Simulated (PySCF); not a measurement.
A species of formula C6H9N has this rotational fingerprint, computed with PBE0-D3(BJ)/def2-SVP geometry optimisation, gas phase (PySCF):

```
Rotational constants : A = 12396, B = 956.4, C = 944.9 MHz
Dipole components    : |μa| = 0.66 D, |μb| = 0.61 D, |μc| = 0.99 D
Inertial defect      : -34.37 u·Å²
κ                    : -1.00
```

Task: Which candidate fits, each taken in the one conformer that was computed?
A. `[NH2:1][C@@H:2]1[CH:3]=[CH:4][C@H:5]2[CH2:6][C@@H:7]12` with H–N1–C2–C3 180° and 63°
B. `Cc1cccn1C`
C. `[CH2:1]=[CH:2][CH2:3]/[CH:4]=[N:5]/[CH:6]=[CH2:7]` with C1–C2–C3–C4 -115°, C2–C3–C4–N5 -112°, C4–N5–C6–C7 180°
D. `[CH3:1][CH2:2][n:3]1[cH:4][cH:5][cH:6][cH:7]1` with C1–C2–N3–C4 -87° (1-ethylpyrrole)

Result: C. It is C=CC/C=N/C=C, a near-prolate asymmetric top, point group C1. The candidates at the same level (rigid rotor, commonest isotopes):

| SMILES | A (MHz) | B (MHz) | C (MHz) | μa (D) | μb (D) | μc (D) | Δ (u·Å²) | point group | rotor |
| --- | --- | --- | --- | --- | --- | --- | --- | --- | --- |
| CCn1cccc1 | 6536 | 1958 | 1705 | 2.24 | 0.00 | 0.36 | -38.94 | Cs | asymmetric top |
| N[C@@H]1C=C[C@H]2C[C@@H]12 | 4783 | 2700 | 2071 | 0.73 | 1.01 | 0.71 | -48.88 | C1 | asymmetric top |
| Cc1cccn1C | 3925 | 3172 | 1794 | 1.99 | 1.20 | 0.00 | -6.39 | Cs | asymmetric top |
| C=CC/C=N/C=C | 12396 | 956.4 | 944.9 | 0.66 | 0.61 | 0.99 | -34.37 | C1 | near-prolate asymmetric top |

`N[C@@H]1C=C[C@H]2C[C@@H]12` has B 182 % too high; `Cc1cccn1C` has B 232 % too high; `CCn1cccc1` has B 105 % too high. No structure here is proved a minimum.
